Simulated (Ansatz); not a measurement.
Cost and result for the atomization energy of H$_{6}$NPSi$_{2}$ (`[SiH3]N1[SiH2]P1`) (10 atoms, 10 bonds).

```xyz
10

Si   -1.581   -0.003    0.471
N     0.004    0.280   -0.118
Si    1.341   -0.251   -1.040
P     1.330    1.303    0.492
H    -2.231    1.294    0.795
H    -2.351   -0.715   -0.583
H    -1.576   -0.837    1.706
H     1.350    0.089   -2.480
H     1.875   -1.606   -0.769
H     1.839    0.446    1.527
```

Charge 0, multiplicity 1. Geometry: relaxed with PBE0-D4/def2-TZVP. Program: Ansatz. All runs use 2 threads of an Intel Xeon Platinum 8375C on a shared host. Times are those of one run each, without the atoms' runs, and a repeat can differ threefold. Electronic energies, without spin–orbit coupling; frozen cores. CCSD(T)/CBS adds CCSD(T) − MP2 in def2-TZVPP to the MP2 limit, and its time is that of the two runs behind it. T1 = 0.014. B3LYP takes the VWN-RPA correlation (the form of Gaussian; ORCA's B3LYP/G). HSE06 is the plane-wave form, built on full-range PBE exchange.

CCSD(T)/CBS is a level of theory with its own doubt, some kJ/mol a heavy atom from the limit and from the frozen cores, so smaller differences don't rank the functionals.

```
                             level  functions  wall time
            LDA (SPW92)/def2-TZVPP        241        2 s
                BLYP-D4/def2-TZVPP        241      3.1 s
                  CCSD(T)/def2-SVP         98      3.3 s
   PBE-D4/def2-TZVPP (with forces)        241      3.8 s
               HSE06-D4/def2-TZVPP        241      5.5 s
           CAM-B3LYP-D4/def2-TZVPP        241      5.5 s
r2SCAN-D4/def2-TZVPP (with forces)        241        7 s
 B3LYP-D4/def2-TZVPP (with forces)        241        7 s
                 B2PLYP/def2-TZVPP        241      7.5 s
               PBE-QIDH/def2-TZVPP        241        8 s
                    MP2/def2-QZVPP        447       28 s
                CCSD(T)/def2-TZVPP        241    3.6 min
                 CCSD(T)/CBS(def2)          –    4.1 min
```

Q: What atomization energy does each give, and how far from CCSD(T)/CBS? (Estimate.)

A: The calculation gave: 
```tsv
level	atomization (kcal/mol)	difference from CCSD(T)/CBS	per bond
LDA (SPW92)/def2-TZVPP	817.7	94.3	9.4
BLYP-D4/def2-TZVPP	723.8	0.4	0.0
CCSD(T)/def2-SVP	652.4	-71.0	-7.1
PBE-D4/def2-TZVPP (with forces)	725.6	2.2	0.2
HSE06-D4/def2-TZVPP	716.9	-6.5	-0.7
CAM-B3LYP-D4/def2-TZVPP	727.9	4.5	0.4
r2SCAN-D4/def2-TZVPP (with forces)	721.1	-2.3	-0.2
B3LYP-D4/def2-TZVPP (with forces)	727.0	3.6	0.4
B2PLYP/def2-TZVPP	713.1	-10.3	-1.0
PBE-QIDH/def2-TZVPP	710.5	-12.9	-1.3
MP2/def2-QZVPP	713.7	-9.7	-1.0
CCSD(T)/def2-TZVPP	697.5	-25.9	-2.6
CCSD(T)/CBS(def2)	723.4	0.0	0.0
```

From r2SCAN to r2SCAN0 (25 % exact exchange), in def2-TZVPP and without D4, the atomization energy moves by −9.9 kcal/mol: exact exchange takes away binding that semilocal exchange gives to molecules. At CCSD(T), def2-SVP lies −71.0 kcal/mol from the extrapolated value and def2-TZVPP −25.9 kcal/mol: correlation converges slowly with the basis, and small sets miss more of it in the bonded molecule than in its fragments. In def2-TZVPP, CCSD(T) changes the Hartree–Fock value by +195.0 kcal/mol (the triples alone add +11.1 kcal/mol) and MP2 by +195.5 kcal/mol; breaking electron pairs costs correlation energy, which Hartree–Fock lacks.
